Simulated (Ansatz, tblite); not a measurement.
Cost and result up the ladder for the cluster Cu2Se (3 atoms). Total charge 0; singlet. Geometry: PBE0-D4/def2-TZVP.

Cartesian coordinates in Å:
```
Cu 1.091 0.503 -0.795
Cu -0.036 -0.463 1.363
Se -1.055 -0.040 -0.568
```

Ansatz on 4 threads of AMD EPYC 7R43 on a shared host; xTB runs through tblite on one thread. Times are rough, summed over both states, and most runs start from the orbitals of an earlier one. RPA@PBE/def2-TZVP serves as the yardstick here, not as an exact answer. The other state is a quintet at its own geometry.

The xTB rows come from tblite. HSE06 is defined as in plane-wave codes, on full-range PBE exchange. Correlated methods freeze 27 core orbitals; core or outer-core shells of Se are correlated, in sets that lack core-valence functions. The structure comes from a short search, and lower isomers may exist.

xTB has no spin-polarisation term.

```json
{"level": "GFN1-xTB", "functions": "27", "wall time": "0.011 s"}
{"level": "GFN2-xTB", "functions": "27", "wall time": "0.019 s"}
{"level": "revPBE-D4/def2-TZVP", "functions": "138", "wall time": "4.5 s"}
{"level": "PBE-D4/def2-TZVP (with forces)", "functions": "138", "wall time": "6.7 s"}
{"level": "RPA@PBE/def2-TZVP", "functions": "138", "wall time": "8.9 s"}
{"level": "HSE06-D4/def2-TZVP", "functions": "138", "wall time": "9 s"}
{"level": "PBE0-D4/def2-TZVP", "functions": "138", "wall time": "11 s"}
{"level": "r2SCAN-D4/def2-TZVP", "functions": "138", "wall time": "12 s"}
{"level": "r2SCAN0-D4/def2-TZVP", "functions": "138", "wall time": "18 s"}
{"level": "B97M-V/def2-TZVP", "functions": "138", "wall time": "19 s"}
```

Q: Estimate what each level gives for the quintet − singlet (eV).

A: 
```csv
level,quintet − singlet (eV),difference from RPA@PBE/def2-TZVP (eV)
GFN1-xTB,5.81,2.36
GFN2-xTB,7.31,3.86
revPBE-D4/def2-TZVP,3.42,-0.03
PBE-D4/def2-TZVP (with forces),3.51,0.06
RPA@PBE/def2-TZVP,3.45,0.00
HSE06-D4/def2-TZVP,3.99,0.54
PBE0-D4/def2-TZVP,3.98,0.53
r2SCAN-D4/def2-TZVP,3.37,-0.08
r2SCAN0-D4/def2-TZVP,3.81,0.36
B97M-V/def2-TZVP,3.63,0.18
```
